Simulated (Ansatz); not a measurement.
Calculated with Ansatz (gas phase, PBE0-D4/def2-TZVP geometries, no zero-point term in ΔE). CCSD(T)/CBS adds triple-zeta CCSD(T) − MP2 to the extrapolated MP2 energy (def2 sets, frozen cores). This one scheme is used for every species. DFT in def2-TZVPP. Each species was taken in one conformer, which may not be the lowest.

Reaction (formal hydrolysis of a C–B bond): `O=CC(F)BF` + H₂O → `O=CC(O)F` + `BF`

(1) Is it downhill or uphill in electronic energy at CCSD(T)/CBS, and by how much? (Estimate.)

(2) What do these levels give: ωB97M-V, PBE0, HF/def2-TZVPP, SCS-MP2/def2-QZVPP, HF/CBS(def2), MP2/CBS(def2)? (An estimate is asked.)

Largest T1 diagnostic among the species: 0.015.

Results:

(1) Ansatz gave: Uphill: ΔE = +42.7 kJ/mol.

(2) Computed: ωB97M-V 38.1, PBE0 39.7, HF/def2-TZVPP 28.7, SCS-MP2/def2-QZVPP 39.3, HF/CBS(def2) 29.4, MP2/CBS(def2) 46.1 kJ/mol.

In def2-TZVPP, CCSD(T) changes the Hartree–Fock value by +7.9 kJ/mol (the triples alone add −0.8 kJ/mol) and MP2 by +11.2 kJ/mol.
